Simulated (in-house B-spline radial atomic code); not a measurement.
Configurations of the samarium ion Sm⁶⁺, with energies counted from [Kr] 4d10 4f4 5s2 5p4. Computed with a radial B-spline atomic code at the basis-set limit: Dirac-Hartree-Fock, average of configuration, Fermi nucleus of rms radius 5.0819 fm. Energies include first-order Breit, QED and recoil terms.

Occupations are held fixed; configurations that lie above the ionisation limit could autoionise.

| configuration | E - E(ref) (eV) | highest orbital | its <r> (bohr) |
| --- | --- | --- | --- |
| [Kr] 4d10 4f3 5s2 5p4 6d1 | 55.827 | 6d5/2 | 3.528 |
| [Kr] 4d10 4f4 5s2 5p3 6d1 | 62.969 | 6d5/2 | 3.566 |
| [Kr] 4d10 4f3 5s2 5p4 6g1 | 74.308 | 6g7/2 | 6.084 |
| [Kr] 4d10 4f4 5s2 5p3 7d1 | 75.957 | 7d5/2 | 5.648 |
| [Kr] 4d10 4f4 5s2 5p3 6g1 | 81.051 | 6g7/2 | 6.105 |
| [Kr] 4d10 4f4 5s2 5p3 9d1 | 87.363 | 9d5/2 | 11.08 |
| [Kr] 4d9 4f4 5s2 5p4 6s1 | 172.37 | 6s1/2 | 2.597 |
| [Kr] 4d9 4f4 5s2 5p4 7s1 | 195.64 | 7s1/2 | 4.332 |
| [Kr] 4d9 4f4 5s2 5p4 9g1 | 220.74 | 9g7/2 | 15.58 |

(1) Order these further configurations by energy, lowest first.
A. [Kr] 4d9 4f4 5s2 5p4 5g1
B. [Kr] 4d10 4f4 5s2 5p3 8g1
C. [Kr] 4d9 4f4 5s2 5p4 6g1
D. [Kr] 4d10 4f3 5s2 5p4 5g1
E. [Kr] 4d10 4f3 5s2 5p4 9g1

(2) How far above the reference does [Kr] 4d10 4f3 5s2 5p4 5d1 lie?

(3) How far above the reference does [Kr] 4d9 4f4 5s2 5p4 7g1 lie?

(4) How far above the reference does [Kr] 4d10 4f4 5s2 5p3 9g1 lie?

## Answers

(1) D (66.126 eV), E (84.784 eV), B (89.279 eV), A (202.08 eV), C (210.26 eV).

(2) 23.676 eV; its least bound orbital is 5d5/2 with <r> = 1.785 bohr.

(3) 215.25 eV; its least bound orbital is 7g7/2 with <r> = 8.814 bohr.

(4) 91.507 eV; its least bound orbital is 9g7/2 with <r> = 15.62 bohr.
